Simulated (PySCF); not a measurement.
Si(F)(I), SMILES F[Si]I, singlet, B3LYP/def2-SVP optimised geometry.

```
3

Si    -0.56    -1.23     0.00
F      1.07    -1.23     0.00
I     -1.07     1.23     0.00
```

Density from B3LYP/def2-TZVP, def2 effective core potentials past Kr run with PySCF 2.14.0 at that geometry. The core electrons that the potentials of I replace are not part of the density.

Minimum of the electron density along straight lines between bonded atoms, close to the bond critical point (lines longer than 1.1 times the sum of covalent radii, or with two minima, are not listed):

```json
[
 {"bond": "Si1–F2", "length / Å": "1.632", "ρ at the minimum / e bohr⁻³": "0.128", "∇²ρ there / e bohr⁻⁵": "(withheld)", "position (fraction from the first atom)": "0.42"},
 {"bond": "Si1–I3", "length / Å": "2.519", "ρ at the minimum / e bohr⁻³": "(withheld)", "∇²ρ there / e bohr⁻⁵": "(withheld)", "position (fraction from the first atom)": "0.39"}
]
```

Question: Complete the blanks.

Answer: 
- Si1–F2, ∇²ρ there / e bohr⁻⁵: 0.83
- Si1–I3, ρ at the minimum / e bohr⁻³: 0.074
- Si1–I3, ∇²ρ there / e bohr⁻⁵: -0.07
